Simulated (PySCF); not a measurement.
# Correlation energy of Au (gold, neutral)

[Xe] 4f14 5d9 6s2, 2D determinant (an excited configuration). All numbers are calculated (PySCF 2.14, scalar relativity by spin-free X2C-1e, in x2c-TZVPPall). Frozen: [Xe] 4f14; 11 electrons correlated.

```tsv
level	correlation energy (mhartree)
CCSD	-334.54
(T)	-13.52
CCSD(T)	-348.06
```

Diagnostics: T1 = 0.017, D1 = 0.0574, largest double amplitude 0.055.

Spin-orbit coupling, absent here, splits the open shell strongly.

Cost of the coupled-cluster step: roughly 25 core-seconds, for 11 correlated electrons.
